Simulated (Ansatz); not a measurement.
Cartesian coordinates (Å):
SMILES: C/C=C\CB
```xyz
14

B     -1.4531     0.8350     0.1852
C     -1.2254    -0.5344    -0.5309
C      0.0085    -1.2814    -0.0931
C      1.1684    -0.7080     0.2075
C      1.4623     0.7603     0.1712
H     -1.8569     1.7927    -0.3985
H     -1.2821     0.9082     1.3618
H     -2.1095    -1.1272    -0.2490
H     -1.2663    -0.4660    -1.6218
H     -0.0538    -2.3633    -0.0428
H      1.9965    -1.3468     0.4979
H      0.6732     1.3387    -0.3206
H      2.3825     0.9555    -0.3829
H      1.5986     1.1646     1.1763
```
Charge 0, spin multiplicity 1.

Calculation: frozen-core CCSD(T)/cc-pVTZ // M06-2X/def2-TZVP (Ansatz, a quantum-chemistry and plane-wave program).

```json
{
  "HF energy": "-181.41394 Ha",
  "MP2 correlation energy": "-0.78027 Ha"
}
```

Q: Estimate the CCSD correlation energy, the (T) correction, the total energy and the T1 diagnostic.

A: 
```yaml
CCSD correlation energy: -0.83391 Ha
"(T) correction": -0.03485 Ha
CCSD(T) total energy: -182.28271 Ha
T1 diagnostic: 0.010
```
